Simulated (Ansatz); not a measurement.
This geometry of C2H2OTe (6 atoms, charge 0, multiplicity 1) is a first-order saddle point.

Computed with RKS PBE-D4/def2-SVP (Ansatz 0.2.0).

```xyz
6
Properties=species:S:1:pos:R:3
Te -1.102 0.951 -0.967
C 0.522 -0.198 -0.519
C 0.422 -0.535 0.959
O -0.445 -0.207 1.764
H -0.640 1.099 -2.590
H 1.285 -1.174 1.308
```

(1) Which two structures does it join? (They come from a converged band through this point; their orientation in space is the band's.)

(2) How far does it lie above each of them?

Answers

(1) No bond is made or broken. The dihedral Te1–C2–C3–O4 goes from -85 to 84°. The two ends are copies of one structure, up to a mirror image or an exchange of like atoms.

Image 0:

```xyz
6
Properties=species:S:1:pos:R:3
Te -1.263 -0.192 -1.370
C 0.347 0.227 -0.280
C 0.532 -0.237 1.061
O 0.038 0.401 2.003
H -0.867 0.835 -2.666
H 1.255 -1.098 1.206
```

Image 8:

```xyz
6
Properties=species:S:1:pos:R:3
Te 0.293 1.347 -1.264
C -0.214 -0.328 -0.319
C 0.155 -0.611 1.035
O -0.542 -0.172 1.962
H -0.648 1.054 -2.650
H 0.997 -1.355 1.189
```

(2) 48.7 kJ/mol above the first and 48.7 kJ/mol above the second. This is the barrier of this one path; another mechanism may lie lower.

Time of the run: 3.3 min on 1 thread of Arm Neoverse V1 (shared host), peak memory 0.14 GiB.
